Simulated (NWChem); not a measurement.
System: CdH$_{2}$SeO; SMILES [OH][Cd][SeH]

NWChem input:

```
start job
memory heap 200 mb stack 900 mb global 1100 mb
geometry units angstroms noautoz
  Cd    -0.520943     0.445862    -0.047127
  O     -1.038933     2.333892    -0.272149
  H     -0.726789     2.877770     0.460193
  Se     0.032947    -1.920346     0.187553
  H      1.312223    -1.736783    -0.519385
end
basis spherical
  Cd library def2-svp
  O library def2-svp
  H library def2-svp
  Se library def2-svp
end
ecp
  Cd library def2-ecp
end
dft
  xc xtpss03 ctpss03
  iterations 150
  mulliken
end
task dft energy
```

All runs use the structure optimised with PBE0/def2-SVP. def2 effective core potentials on Cd; no spin-orbit coupling.

Question: What results follow from this input? (TPSS/def2-SVP with def2 effective core potentials on Cd.) Quantities: energy (Ha); highest occupied level (eV); orbital gap (eV); dipole (D).

Answer: 
* **energy (Ha)**: -2645.26
* **highest occupied level (eV)**: -5.83
* **orbital gap (eV)**: 3.85
* **dipole (D)**: 1.41
